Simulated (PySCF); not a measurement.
Compound: C5H9F3N (doublet state).
Cartesian coordinates in Å at the GFN2-xTB level; atoms count from 1:
```xyz
18
C5H9F3N angstrom
C     -0.6483   -0.1010   -1.5341
C     -0.3849    0.1021   -0.0951
C     -1.5484    0.8887    0.5603
N      0.8271    0.8647    0.1105
C      2.0594    0.2732   -0.3802
C     -0.3452   -1.2872    0.6070
F     -1.5478   -1.8822    0.6441
F      0.0676   -1.1805    1.8832
F      0.4821   -2.1614    0.0152
H     -0.3279    0.6467   -2.2291
H     -1.2543   -0.9212   -1.8623
H     -2.5013    0.4189    0.3337
H     -1.5393    1.8995    0.1652
H     -1.4145    0.9232    1.6397
H      0.9251    1.1178    1.0881
H      2.4258   -0.5626    0.2272
H      2.8209    1.0512   -0.3964
H      1.8952   -0.0838   -1.3955
```

The hyperfine couplings belong to this conformer and change with its torsions.

Identity: `[CH2][C@](C)(NC)C(F)(F)F` [radical].

Method used: UKS B3LYP, pcH-1 on C F H N, non-relativistic, mean-field spin-orbit, GIAO (PySCF). Isolated species at its GFN2-xTB geometry (one conformer only). The geometry wasn't refined by DFT: couplings that depend on bond lengths, twists or pyramidal angles can differ widely from those at the functional's own minimum. No stability test was run, so a lower SCF solution isn't excluded.

(1) Predict the first-order ENDOR lines of N4, F7/F8/F9, H10/H11, H12/H13/H14 and H15 under fast tumbling at B = 343.1 mT (X band).

(2) Which pairs are centred on the nuclear Larmor frequency, and which on half the coupling?

(3) At what field would the lower line of N4 fall to zero frequency?

## Answers

(1) ν± = |νn ± a/2|, one line for each electron-spin manifold; νn = |g_N| × 7.62259 MHz/T × B.

```tsv
nuclei	isotope	g_N	νn (MHz)	a_iso (MHz)	lower line (MHz)	upper line (MHz)
N4	14N	0.4038	1.06	5.12	1.51	3.62
F7/F8/F9	19F	5.2577	13.75	5.05	11.22	16.28
H10/H11	1H	5.5857	14.61	-64.39	17.59	46.80
H12/H13/H14	1H	5.5857	14.61	8.47	10.37	18.84
H15	1H	5.5857	14.61	-1.94	13.64	15.58
```

(2) Centred on νn, since |a| < 2νn: F7/F8/F9, H12/H13/H14 and H15. Centred on |a|/2 and split by 2νn: N4 and H10/H11.

(3) Where νn = |a|/2, that is B = 2.56 MHz/(0.4038 × 7.62259 MHz/T) = 832 mT, as far as first order holds there.

Class means assume fast exchange of nuclei equivalent by connectivity; if that motion is slow, each nucleus keeps its own coupling. The three 1H nuclei of mean +8.5 MHz run from -3.4 to 29.2 MHz in the frozen geometry. The three 19F nuclei of mean +5.1 MHz run from 2.0 to 8.3 MHz in the frozen geometry.
